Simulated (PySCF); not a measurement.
Species: (NMe2)3Si-NH-SiH3, C₆H₂₂N₄Si₂.
Structure used (PBE0-D3(BJ)/def2-SVP), in Å, numbered top down from 1:
```
atom  x, y, z in Å
Si1    0.214   -0.212   -0.046
N2     0.645   -0.494    1.611
C3     0.256   -1.670    2.343
C4     1.240    0.532    2.425
N5    -1.379    0.463   -0.198
C6    -1.848    1.116   -1.394
C7    -2.363    0.380    0.850
N8     1.288    0.896   -0.834
C9     2.460    0.462   -1.545
C10    1.179    2.323   -0.691
N11    0.229   -1.764   -0.830
Si12  -1.129   -2.406   -1.707
H13   -0.496   -1.453    3.130
H14   -0.175   -2.418    1.663
H15    1.124   -2.135    2.851
H16    0.536    0.943    3.178
H17    1.590    1.367    1.802
H18    2.117    0.146    2.979
H19   -2.160    2.161   -1.193
H20   -2.718    0.595   -1.839
H21   -1.051    1.144   -2.151
H22   -2.748    1.382    1.123
H23   -1.923   -0.063    1.754
H24   -3.235   -0.238    0.559
H25    2.520    0.935   -2.544
H26    3.401    0.706   -1.012
H27    2.431   -0.626   -1.704
H28    1.125    2.829   -1.676
H29    2.042    2.762   -0.150
H30    0.267    2.584   -0.134
H31    1.023   -2.382   -0.698
H32   -0.761   -3.787   -2.150
H33   -1.470   -1.602   -2.922
H34   -2.371   -2.497   -0.875
```

The closed-shell ground state was solved at several levels (PySCF, density fitting, gas phase, non-relativistic).

```
              level  basis functions  total energy (Eh)  HOMO (eV)  LUMO (eV)  gap (eV)  dipole (D)
      PBE0/pcSseg-1              328         -1039.1026      -5.98       0.72      6.70        1.20
CAM-B3LYP/def2-SVPD              424         -1039.2574      -7.41       1.03      8.44        1.17
```

**Question.** What might KT2/pcSseg-1 (328 basis functions) give for the same quantities?

**Answer.** Total energy -1052.6378 Eh, HOMO -4.81 eV, LUMO -0.34 eV, gap 4.47 eV, dipole 1.17 D.

**Question.** Over all these levels, which gives the widest orbital gap and which the narrowest?

**Answer.** CAM-B3LYP/def2-SVPD (range-separated hybrid) has the widest, 8.44 eV, and KT2/pcSseg-1 (GGA) the narrowest, 4.47 eV. Functional and basis both differ between the two, so the spread mixes both effects.

**Question.** How far do the dipole and the HOMO energy spread over the levels?

**Answer.** The dipole runs from 1.17 to 1.20 D (mean 1.18 D) and the HOMO from -7.41 to -4.81 eV.

One conformer stands for the species.
